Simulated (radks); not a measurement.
The numbers below are computed, except where a source is named.
Ionisation of the rhodium ion Rh2+, [Kr] 4d7, to Rh3+, [Kr] 4d6, under several functionals. Dirac Kohn-Sham, spin-unpolarised, spherical densities, finite nucleus; open shells fill j = l - 1/2 first; a radial shooting solver on a logarithmic mesh with Libxc functionals.

functional                                        E(Rh2+) (hartree)  Exc (hartree)  IE (eV)  -e(HOMO) (eV)  <r> HOMO (bohr)  IE error (eV)
exchange-only PBE                                       -4781.70983     -135.90345   31.104         24.416            1.466         +0.044
LDA (Slater exchange, Perdew-Zunger correlation)        -4779.33102     -133.49967   32.479         25.750            1.455         +1.419
B86b exchange with PBE correlation                      -4784.58399     -138.83407   32.276         25.532            1.452         +1.216
LDA (Slater exchange, VWN5 correlation)                 -4779.35103     -133.52044   32.488         25.757            1.455         +1.428
BLYP                                                    -4784.53376     -138.76636   32.145         25.418            1.459         +1.085
BP86                                                    -4784.92663     -139.17943   32.340         25.607            1.451         +1.280
HCTH/407                                                -4787.05268     -141.48729   32.721         25.914            1.438         +1.661
PW91                                                    -4784.74480     -138.99804   32.327         25.582            1.453         +1.267
RPBE                                                    -4784.27560     -138.52693   32.179         25.429            1.451         +1.119

NIST Atomic Spectra Database: 31.060 eV (semi-empirical). Closest: exchange-only PBE. The Delta-SCF values span 1.62 eV, the total energies 7.72 hartree. The highest occupied level is 4d5/2. Spin polarisation and multiplet splitting are left out, so open shells lie too high by an amount that depends on their filling.

Beside tabulated values, note that spin-unpolarised runs miss the spin-polarisation part of the exchange energy of open shells.
